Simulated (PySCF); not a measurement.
## Working out the ionisation energy of Tc

Tc [Kr] 4d5 5s2 (6S) → Tc⁺ [Kr] 4d5 5s1 (7S). Computed with PySCF 2.14 in x2c-TZVPall, with scalar relativity by spin-free X2C-1e. Frozen: [Kr]. Energies in hartree (1 hartree = 27.21139 eV):

| part | Tc (lower) | Tc⁺ (upper) |
| --- | --- | --- |
| UHF | -4283.046492 | -4282.842939 |
| MP2 opposite-spin | -0.035243 | 0.000000 |
| MP2 same-spin | -0.061753 | -0.062556 |

Problem. What does Hartree-Fock give?

Solution. (-4282.842939) − (-4283.046492) = 0.203553 hartree = 5.539 eV.

Problem. What do MP2 and SCS-MP2 (6/5 opposite-spin, 1/3 same-spin) give?

Solution. The opposite-spin parts differ by 0.959 eV and the same-spin parts by -0.022 eV. MP2: 5.539 + (0.959) + (-0.022) = 6.476 eV. SCS-MP2: 5.539 + 1.2 × (0.959) + (-0.022)/3 = 6.682 eV.

Measured between the centres of the two terms (NIST): 7.119 eV, so MP2 (valence) is off by -0.643 eV.

What remains against the reference includes basis incompleteness, the frozen core and correlation beyond second order.
